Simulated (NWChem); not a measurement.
Correlation energy of CH$_{2}$Cl

```xyz
4

C      0.0000     0.0000    -1.1183
Cl     0.0000     0.0000     0.5872
H      0.9680     0.0000    -1.6363
H     -0.9680     0.0000    -1.6363
```
Charge 0, spin multiplicity 2.

Everything below was run with NWChem. All single points use one geometry, from UPBE/def2-SVP, a minimum by its harmonic frequencies.

Basis set: STO-3G. Each correlation energy counts from its own Hartree-Fock reference.

The correlated methods keep 6 core orbitals frozen. The structure started from a generated list of species. The unpaired electrons of the parent sit in orbitals of symmetry b2 (C2v labels of the run); other states weren't searched. No SCF solution was tested for a lower state. Open-shell Hartree-Fock references start from PBE0 orbitals. No row is a measurement; the coupled-cluster row has its own basis-set and correlation limits.

Question: Order these methods by the correlation energy they give, lowest first: UMP2, SCS-UMP2, CCSD on UHF, CCSD on ROHF.

Answer: CCSD on ROHF (-70.3 mHa), CCSD on UHF (-65.6 mHa), SCS-UMP2 (-51.0 mHa), UMP2 (-45.7 mHa)
